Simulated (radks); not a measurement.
Spherical quantum dot in the effective-mass picture: electrons in a well V = -V0 / (1 + exp((r - R)/a)) with V0 = 4.7, R = 5.33, a = 0.34, with a point charge +1 (a donor) at the centre, all in effective atomic units (hartree* = m*/eps^2 hartree, bohr* = eps/m* bohr), one dielectric constant everywhere. Calculated with a radial shooting solver with Libxc functionals: non-relativistic Kohn-Sham, exchange-only LDA, spin-polarised, spherical densities. Levels are named by radial order and angular momentum (1s, 1p, 1d, 2s, ...), and open shells are averaged over m.

N = 9, configuration 1s2 1p6 2s(up 1, down 0). This is the lowest configuration that the search found. Occupied and some empty levels:

level    occupation  eigenvalue (hartree*)  <r> (bohr*)
1s up             1                -2.5919        2.710
1s down           1                -2.5553        3.017
1p up             3                -2.4259        3.455
1p down           3                -2.4164        3.470
2s up             1                -2.2430        2.327
1d up             0                -2.2363        3.677
1d down           0                -2.2286        3.677
2s down           0                -2.1256        2.251
1f up             0                -1.9950        3.841
1f down           0                -1.9873        3.839
2p up             0                -1.7182        2.847
1g up             0                -1.7060        3.978
1g down           0                -1.6978        3.976
2p down           0                -1.6815        2.918

Energy (hartree*): total -32.5496, kinetic 2.9233, external -44.844, Hartree 11.263, exchange-correlation -1.8916.

Electron density:

r (bohr*)  n(r) (e/bohr*^3)
0.474                0.1515
0.983               0.06046
1.49                0.03054
2.00                0.02321
2.51                0.02424
3.02                0.02634
3.53                0.02437
4.04                0.01655
4.55               0.006978
5.05               0.001502
5.56              0.0001569
6.07             0.00001047
6.58              6.068e-07
